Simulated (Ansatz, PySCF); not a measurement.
Reaction (SMILES): CN[SiH3] → C[N-][SiH3] + H+
Structures are relaxed separately at B3LYP-D3(BJ)/def2-TZVP in Ansatz (a quantum-chemistry and plane-wave program).
Geometry of the first species:
```
N
H 1 1.0081
C 1 1.4559 2 113.51
H 3 1.0921 1 109.42 2 169.54
H 3 1.0923 4 107.16 1 120.13
H 3 1.0971 4 107.53 5 116.04
Si 1 1.7195 2 117.75 3 -155.24
H 7 1.4811 1 107.37 2 -32.05
H 7 1.4832 8 110.95 1 118.64
H 7 1.4910 8 108.09 9 116.54
```

Wanted: gas-phase deprotonation energy (enthalpy at 298 K, with B3LYP-D3(BJ) rigid-rotor harmonic-oscillator terms from PySCF), in kcal/mol. Valence correlation only, unless marked. No spin-orbit coupling. Non-relativistic. Anions need diffuse functions: aug- sets have them; def2-D sets add few; the other sets have none. Basis-set limits of correlation are two-point, X^-3; Hartree-Fock from the larger set.

| level | program | gas-phase deprotonation energy (kcal/mol) |
|---|---|---|
| PBE/def2-TZVPD | Ansatz | ___ |
| revPBE-D4/def2-TZVPD | Ansatz + dftd4 | ___ |
| B3LYP/def2-TZVPD | Ansatz | ___ |
| PBE0/def2-SVP | Ansatz | 383.4 |
| PBE0-D4/def2-TZVP | Ansatz + dftd4 | 377.3 |
| r2SCAN0-D4/def2-TZVPD | Ansatz + dftd4 | ___ |
| HSE06/def2-TZVPD | Ansatz | 375.6 |
| B2GP-PLYP-D3(BJ)/def2-TZVPD | Ansatz + dftd3 | 375.6 |
| CCSD/aug-cc-pV(D+d)Z | Ansatz | 377.2 |
| CCSD/cc-pV(T+d)Z | Ansatz | 383.3 |
| CCSD/cc-pV(Q+d)Z | Ansatz | 380.9 |
| CCSD(T)/CBS(aug-cc-pV(T+d)Z,aug-cc-pV(Q+d)Z) | Ansatz | 376.2 |

Question: What belongs in the gaps?

Answer: 
- PBE/def2-TZVPD, gas-phase deprotonation energy (kcal/mol): 370.4
- revPBE-D4/def2-TZVPD, gas-phase deprotonation energy (kcal/mol): 370.3
- B3LYP/def2-TZVPD, gas-phase deprotonation energy (kcal/mol): 375.1
- r2SCAN0-D4/def2-TZVPD, gas-phase deprotonation energy (kcal/mol): 376.8
